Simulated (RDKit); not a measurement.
Job for RDKit: MMFF94 on NH3 (SMILES N).

```python
from rdkit import Chem
from rdkit.Chem import AllChem, rdDetermineBonds

blocks = [
'''4

N     0.43977806   -0.21666562    0.10687710
H     0.43347886    0.73462224   -0.24371592
H     1.25902548   -0.67880333   -0.27211663
H    -0.37811970   -0.68783892   -0.26326018
''',
]
mol = None
for b in blocks:
    f = Chem.MolFromXYZBlock(b)
    rdDetermineBonds.DetermineBonds(f, charge=0)
    mol = f if mol is None else Chem.CombineMols(mol, f)
Chem.SanitizeMol(mol)
print(Chem.MolToSmiles(Chem.RemoveHs(mol)))
ff = AllChem.MMFFGetMoleculeForceField(mol, AllChem.MMFFGetMoleculeProperties(mol), nonBondedThresh=100.0, ignoreInterfragInteractions=False)
e = ff.CalcEnergy()
print(f'MMFF94 energy {e:.6f} kcal/mol')
```

Program output:

```
N
MMFF94 energy 0.122582 kcal/mol
```

The run finished.

Cost: very roughly 0.010 core-seconds.
